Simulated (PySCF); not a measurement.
**Correlation energy of Si(2+) (silicon, charge +2)**

Starting occupation: [Ne] 3s2. All numbers are calculated (PySCF 2.14, X2C-1e with screened-nucleus spin-orbit coupling, Gaussian nucleus, in x2c-TZVPPall-2c with one added diffuse shell each of s, p, d type (6s7p4d1f, 54 functions)). Frozen: nothing; 12 electrons correlated.

MP2 pair energies summed by pair of shells (mhartree):

```tsv
pair	energy	share (%)
2p1/2-2p3/2	-50.24	23.6
2p3/2-2p3/2	-46.20	21.7
3s1/2-3s1/2	-31.65	14.9
1s1/2-1s1/2	-17.27	8.1
2p3/2-2s1/2	-16.43	7.7
2p3/2-3s1/2	-13.53	6.3
2p1/2-2p1/2	-10.49	4.9
2p1/2-2s1/2	-8.22	3.9
2p1/2-3s1/2	-6.70	3.1
2s1/2-2s1/2	-4.38	2.1
1s1/2-2p3/2	-2.53	1.2
1s1/2-2s1/2	-1.98	0.9
2s1/2-3s1/2	-1.89	0.9
1s1/2-2p1/2	-1.27	0.6
1s1/2-3s1/2	-0.23	0.1
```

Total MP2 correlation energy: -213.01 mhartree.

| level | correlation energy (mhartree) |
| --- | --- |
| CCSD | -225.46 |
| (T) | -2.12 |
| CCSD(T) | -227.58 |

Diagnostics: T1 = 0.0043, largest double amplitude 0.108.

Cost of the coupled-cluster step: 300 s of wall time on 4 threads of Neoverse-V1 (shared host), for 12 occupied and 96 virtual spinors.

The basis has no tight functions for the innermost shells, so their pair energies are far from complete.

This basis was not built for core-valence correlation, so the inner-shell part is incomplete.
